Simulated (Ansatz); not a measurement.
C₄H₅, doublet, at a GFN2-xTB geometry. Base run: B3LYP/def2-SVP (Ansatz, a program for electronic structure).

Here is a job for Ansatz.
Ansatz 0.2 input:
```yaml
crystal:
  periodic: [false, false, false]
  atoms:
    - {symbol: C, position_ang: [0.60085967, 1.81351297, 0.01556469]}
    - {symbol: C, position_ang: [0.61610420, 0.51445077, 0.00328056]}
    - {symbol: C, position_ang: [-0.56525911, -0.35580246, -0.00191456]}
    - {symbol: C, position_ang: [-0.48769899, -1.67890196, -0.01458395]}
    - {symbol: H, position_ang: [-0.11254112, 2.60487760, 0.02484085]}
    - {symbol: H, position_ang: [1.56076214, -0.02055891, -0.00416798]}
    - {symbol: H, position_ang: [-1.52208225, 0.14758648, 0.00526689]}
    - {symbol: H, position_ang: [0.45913300, -2.19376719, -0.02184815]}
    - {symbol: H, position_ang: [-1.36930637, -2.29769393, -0.01817201]}
basis:
  gaussian:
    orbitals: def2-SVP
hamiltonian:
  xc: b3lyp
magnetization: {spin_polarized: true, initial_magnetization: 1}
```

The base run was repeated with changes; each row names its change, and settings that it needs were set with it.

```csv
change,E (Eh),SCF-reference <S^2>
base,-155.19104,0.764
functional = B2GP-PLYP,-154.96053,0.855
functional = PBE0-DH,-154.98186,0.810
functional = wB97M-V,-155.09939,0.770
functional = lc_wpbe,-155.07254,0.788
functional = b3lyp5,-155.08509,0.765
functional = B2PLYP,-155.00418,0.809
functional = PBE-QIDH,-154.92154,0.902
functional = blyp; dispersion = d3bjatm,-155.12015,0.759
functional = hf,-154.16866,1.226
functional = revpbe,-155.14584,0.763
functional = SVWN5,-153.71452,0.760
functional = pbe0,-154.99365,0.773
```

Absolute energies of different levels of theory aren't comparable as measures of quality.
